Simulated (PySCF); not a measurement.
ClK, charge +1, doublet, at a GFN2-xTB geometry (such geometries of metal compounds can be far from the true shape) (a state made from the parent by changing its charge; the spin is typed, not shown lowest); BLYP/6-31G* (PySCF).

PySCF was given this input:
```python
from pyscf import gto, scf, dft

mol = gto.M(
    atom='''
K    -0.000000   -0.000000   -1.529491
Cl    0.000000    0.000000    1.709431
''',
    basis='6-31g*',
    charge=1,
    spin=1,
    verbose=4,
)

mf = dft.UKS(mol)
mf.xc = 'blyp'
mf.DIIS = scf.EDIIS
mf.kernel()
```

It wrote (shortened):

```
PySCF version 2.14.0

[INPUT] verbose = 4
[INPUT] num. atoms = 2
[INPUT] num. electrons = 35
[INPUT] charge = 1
[INPUT] spin (= nelec alpha-beta = 2S) = 1
[INPUT] symmetry False subgroup None
[INPUT] Mole.unit = angstrom
[INPUT] Symbol           X                Y                Z      unit          X                Y                Z       unit  Magmom
[INPUT]  1 K      0.000000000000   0.000000000000  -1.529491000000 AA    0.000000000000   0.000000000000  -2.890319099987 Bohr   0.0
[INPUT]  2 Cl     0.000000000000   0.000000000000   1.709431000000 AA    0.000000000000   0.000000000000   3.230356418841 Bohr   0.0

nuclear repulsion = 52.7719528680098
number of shells = 18
number of NR pGTOs = 126
number of NR cGTOs = 40
basis = 6-31g*
ecp = {}

******** <class 'pyscf.dft.uks.UKS'> ********
method = UKS
initial guess = minao
damping factor = 0
level_shift factor = 0
DIIS = <class 'pyscf.scf.diis.EDIIS'>
diis_start_cycle = 1
diis_space = 8
diis_damp = 0
SCF conv_tol = 1e-09
SCF conv_tol_grad = None
SCF max_cycles = 50
direct_scf = True
direct_scf_tol = 1e-13
number electrons alpha = 18  beta = 17
XC library pyscf.dft.libxc version 7.1.2
    S. Lehtola, C. Steigemann, M. J. T. Oliveira, and M. A. L. Marques,  SoftwareX 7, 1–5 (2018)
XC functionals = blyp
    A. D. Becke,  Phys. Rev. A 38, 3098 (1988)
    C. Lee, W. Yang, and R. G. Parr,  Phys. Rev. B 37, 785 (1988)
    B. Miehlich, A. Savin, H. Stoll, and H. Preuss,  Chem. Phys. Lett. 157, 200 (1989)
radial grids:
    Treutler-Ahlrichs [JCP 102, 346 (1995); DOI:10.1063/1.469408] (M4) radial grids

becke partition: Becke, JCP 88, 2547 (1988); DOI:10.1063/1.454033
pruning grids: <function nwchem_prune>
grids dens level: 3
symmetrized grids: False
atomic radii adjust function: <function treutler_atomic_radii_adjust>
small_rho_cutoff = 0
Set gradient conv threshold to 3.16228e-05
tot grids = 38920
init E= -1059.95911899542

cycle= 1 E= -1059.82438863938  delta_E= 0.135  |g|= 0.058  |ddm|= 0.888

cycle= 2 E= -1059.82707969763  delta_E= -0.00269  |g|= 0.0188  |ddm|= 0.129
cycle= 3 E= -1059.82717352668  delta_E= -9.38e-05  |g|= 0.0151  |ddm|= 0.0518
cycle= 4 E= -1059.82732141011  delta_E= -0.000148  |g|= 0.000898  |ddm|= 0.0235
cycle= 5 E= -1059.82732141011  delta_E= 1.82e-12  |g|= 0.000898  |ddm|= 3.65e-09
cycle= 6 E= -1059.82732141011  delta_E= 4.55e-13  |g|= 0.000898  |ddm|= 2.57e-08
cycle= 7 E= -1059.82732141011  delta_E= 4.55e-12  |g|= 0.000898  |ddm|= 6.64e-08
cycle= 8 E= -1059.82732141011  delta_E= -1.36e-12  |g|= 0.000898  |ddm|= 2.89e-08
cycle= 9 E= -1059.82732141011  delta_E= -6.37e-12  |g|= 0.000898  |ddm|= 8e-08
cycle= 10 E= -1059.82732141011  delta_E= 4.55e-13  |g|= 0.000898  |ddm|= 6.31e-09
cycle= 11 E= -1059.82731628118  delta_E= 5.13e-06  |g|= 0.00296  |ddm|= 0.00446
cycle= 12 E= -1059.8273214526  delta_E= -5.17e-06  |g|= 0.000805  |ddm|= 0.00576
cycle= 13 E= -1059.82732173692  delta_E= -2.84e-07  |g|= 0.00049  |ddm|= 0.000915
cycle= 14 E= -1059.82732174307  delta_E= -6.15e-09  |g|= 0.000475  |ddm|= 3.79e-05
cycle= 15 E= -1059.82732174624  delta_E= -3.16e-09  |g|= 0.000467  |ddm|= 2.82e-05
cycle= 16 E= -1059.82732174763  delta_E= -1.4e-09  |g|= 0.000462  |ddm|= 2.09e-05
cycle= 17 E= -1059.82732174827  delta_E= -6.38e-10  |g|= 0.00046  |ddm|= 1.24e-05
cycle= 18 E= -1059.82732174846  delta_E= -1.91e-10  |g|= 0.000461  |ddm|= 7.27e-06
cycle= 19 E= -1059.82732172886  delta_E= 1.96e-08  |g|= 0.000478  |ddm|= 0.000198
cycle= 20 E= -1059.82732176911  delta_E= -4.02e-08  |g|= 0.00041  |ddm|= 0.00141
cycle= 21 E= -1059.8273218773  delta_E= -1.08e-07  |g|= 4.77e-05  |ddm|= 0.000676
cycle= 22 E= -1059.82732187805  delta_E= -7.44e-10  |g|= 3.07e-05  |ddm|= 2.16e-05
Extra cycle  E= -1059.82732187832  delta_E= -2.67e-10  |g|= 2.11e-05  |ddm|= 4.88e-05
converged SCF energy = -1059.82732187832  <S^2> = 0.75146735  2S+1 = 2.0014668
```
